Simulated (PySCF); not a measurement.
`[H]/N=C/c1nc(F)no1`. The geometry is computed with GFN2-xTB (gas phase).

```
atom  x, y, z in Å
N1    -2.2764   -0.5361    0.3092
C2    -1.4064    0.3656    0.2368
C3    -0.0028    0.0105    0.1018
N4     0.9854    0.8635    0.0158
C5     2.0541    0.0488   -0.0918
F6     3.2707    0.4986   -0.2034
N7     1.7610   -1.2249   -0.0758
O8     0.4237   -1.2536    0.0505
H9    -3.2373   -0.2172    0.4021
H10   -1.5631    1.4495    0.2626
```

Which two atoms are farthest apart?

F6···H9, 6.58 Å; the next longest distance is 5.67 Å.

Give the dihedral angles H10–C2–C3–O8, C3–N4–C5–F6, N4–C3–O8–N7, N1–C2–C3–N4.

H10–C2–C3–O8 180° (antiperiplanar); C3–N4–C5–F6 180° (antiperiplanar); N4–C3–O8–N7 0° (synperiplanar); N1–C2–C3–N4 180° (antiperiplanar). Dihedral signs follow IUPAC: positive where, seen along the central bond, the front bond turns clockwise onto the rear one.

What is the repulsion energy of the bare nuclei, Σ ZA·ZB/RAB?

353.67 Eh over 45 pairs, with full nuclear charges and distances in bohr; the largest single term is 22.06 Eh (N7 with O8).

How far are the heavy atoms from their best plane (unweighted least squares)?

0.001 Å rms; none is more than 0.001 Å off.

What are the angles C2–N1–H9, N1–C2–C3, C2–C3–O8, N4–C3–O8, C3–N4–C5, N4–C5–F6?

From the scalar product of the two bond vectors; for C2–N1–H9 it is -0.5552 Å² over 1.2551 × 1.0167 Å², cos θ = -0.4351. C2–N1–H9 115.8°; N1–C2–C3 119.9°; C2–C3–O8 122.9°; N4–C3–O8 111.9°; C3–N4–C5 102.1°; N4–C5–F6 122.6°.

Where is the centre of mass (commonest isotopes), and what is the radius of gyration?

Mass 115.018 u; centre at (0.682, -0.146, 0.035) Å; Rg = √(Σ m r²/M) = 1.955 Å. As Ia + Ib + Ic = 2 Σ m r², the three principal moments sum to 879.1 u·Å².

Write the matrix of distances between heavy atoms (Å, lower triangle).

```
N1    0.000
C2    1.255  0.000
C3    2.348  1.454  0.000
N4    3.562  2.453  1.308  0.000
C5    4.388  3.490  2.066  1.348  0.000
F6    5.666  4.700  3.324  2.325  1.302  0.000
N7    4.114  3.558  2.161  2.230  1.307  2.295  0.000
O8    2.806  2.451  1.335  2.191  2.092  3.353  1.344  0.000
```

No GFN2-xTB frequencies stand behind this structure, so it isn't proved a minimum. One conformer, not necessarily the lowest.
